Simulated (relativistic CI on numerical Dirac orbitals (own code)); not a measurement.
# Mn4+ (3d3) in a crystal field

Calculated by Dirac-Coulomb-Breit CI, separate exchange-only KLI orbitals for each configuration, a model potential for QED, one configuration in a parametric crystal field, unscaled Slater integrals (own radial code). With so little scaling, terms lie 10 to 35 % too far apart, which can change the order of excited levels.

Field parameters in Wybourne normalisation: D4h B²₀ = −7Ds, B⁴₀ = 21(Dq − Dt), B⁴₄ = 21√(5/14) Dq. The field is a parameter set, without covalency.

S and J are read from ⟨S²⟩ = S(S + 1) and ⟨J²⟩ = J(J + 1) of each level; they are not fictitious spins.

D4h, 10Dq = 30650, Ds = -1500, Dt = 10 cm⁻¹, the lowest 10 levels:

```tsv
E (cm⁻¹)	Degeneracy	Irrep	S	J
0.0	2	Γ6	1.50	3.47
0.1	2	Γ7	1.50	3.47
24245	2	Γ7	0.51	3.79
24255	2	Γ6	0.51	3.93
24535	2	Γ7	0.51	4.32
24629	2	Γ6	0.51	3.89
25790	2	Γ6	0.50	3.98
29975	2	Γ7	1.50	3.27
29997	2	Γ6	1.50	3.37
30018	2	Γ7	1.50	3.48
```

Principal g values of the ground doublet: 0.00, 0.00, 5.90.

D4h, 10Dq = 30650, Ds = -1090, Dt = 10 cm⁻¹, the lowest 10 levels:

```csv
E (cm⁻¹),Degeneracy,Irrep,S,J
0.0,2,Γ6,1.50,3.47
0.1,2,Γ7,1.50,3.47
24342,2,Γ7,0.51,3.92
24577,2,Γ6,0.51,4.00
24901,2,Γ6,0.50,3.86
25063,2,Γ7,0.51,4.21
25789,2,Γ6,0.50,3.96
30217,2,Γ7,1.50,3.22
30274,2,Γ7,1.50,3.46
30275,2,Γ6,1.50,3.37
```

Principal g values of the ground doublet: 0.00, 0.00, 5.90.

D4h, 10Dq = 30650, Ds = -680, Dt = 10 cm⁻¹, the lowest 10 levels:

| E (cm⁻¹) | Degeneracy | Irrep | S | J |
| --- | --- | --- | --- | --- |
| 0.0 | 2 | Γ6 | 1.50 | 3.47 |
| 0.0 | 2 | Γ7 | 1.50 | 3.47 |
| 24402 | 2 | Γ7 | 0.51 | 3.95 |
| 24547 | 2 | Γ6 | 0.51 | 3.97 |
| 25367 | 2 | Γ6 | 0.50 | 3.97 |
| 25462 | 2 | Γ7 | 0.50 | 4.19 |
| 25793 | 2 | Γ6 | 0.50 | 3.91 |
| 30360 | 2 | Γ7 | 1.50 | 3.19 |
| 30431 | 2 | Γ7 | 1.50 | 3.42 |
| 30444 | 2 | Γ6 | 1.50 | 3.36 |

Principal g values of the ground doublet: 0.00, 0.00, 5.90.

D4h, 10Dq = 30650, Ds = -270, Dt = 10 cm⁻¹, the lowest 10 levels:

```json
{"E (cm⁻¹)": "0.0", "Degeneracy": "2", "Irrep": "Γ6", "S": "1.50", "J": "3.47"}
{"E (cm⁻¹)": "0.0", "Degeneracy": "2", "Irrep": "Γ7", "S": "1.50", "J": "3.47"}
{"E (cm⁻¹)": "24452", "Degeneracy": "2", "Irrep": "Γ7", "S": "0.51", "J": "3.96"}
{"E (cm⁻¹)": "24509", "Degeneracy": "2", "Irrep": "Γ6", "S": "0.51", "J": "3.96"}
{"E (cm⁻¹)": "25635", "Degeneracy": "2", "Irrep": "Γ6", "S": "0.50", "J": "4.11"}
{"E (cm⁻¹)": "25673", "Degeneracy": "2", "Irrep": "Γ7", "S": "0.50", "J": "4.17"}
{"E (cm⁻¹)": "25816", "Degeneracy": "2", "Irrep": "Γ6", "S": "0.51", "J": "3.79"}
{"E (cm⁻¹)": "30425", "Degeneracy": "2", "Irrep": "Γ7", "S": "1.50", "J": "3.17"}
{"E (cm⁻¹)": "30500", "Degeneracy": "2", "Irrep": "Γ7", "S": "1.50", "J": "3.39"}
{"E (cm⁻¹)": "30525", "Degeneracy": "2", "Irrep": "Γ6", "S": "1.50", "J": "3.37"}
```

Principal g values of the ground doublet: 0.00, 0.00, 5.90.

D4h, 10Dq = 30650, Ds = 140, Dt = 10 cm⁻¹, the lowest 16 levels:

```
E (cm⁻¹)  Degeneracy  Irrep     S     J
     0.0           2     Γ7  1.50  3.47
     0.0           2     Γ6  1.50  3.47
   24467           2     Γ6  0.51  3.96
   24496           2     Γ7  0.51  3.96
   25676           2     Γ7  0.50  4.16
   25705           2     Γ6  0.50  4.17
   25829           2     Γ6  0.51  3.75
   30426           2     Γ7  1.50  3.17
   30497           2     Γ7  1.50  3.37
   30547           2     Γ6  1.50  3.40
   30704           2     Γ6  1.49  3.66
   30733           2     Γ6  1.50  3.65
   30753           2     Γ7  1.49  3.61
   37034           2     Γ7  0.51  3.57
   37057           2     Γ6  0.51  3.55
   37260           2     Γ7  0.51  3.90
```

Principal g values of the ground doublet: 1.97, 3.94, 3.94.

The free-ion ground term has S = 3/2. Every field shown keeps that spin.

Levels of this model without a field, named by their leading LS term: 4F_3/2 0, 4F_5/2 341, 4F_7/2 800, 4F_9/2 1362, 4P_1/2 20274, 4P_3/2 20438, 2G_7/2 20686, 4P_5/2 20871 cm⁻¹.
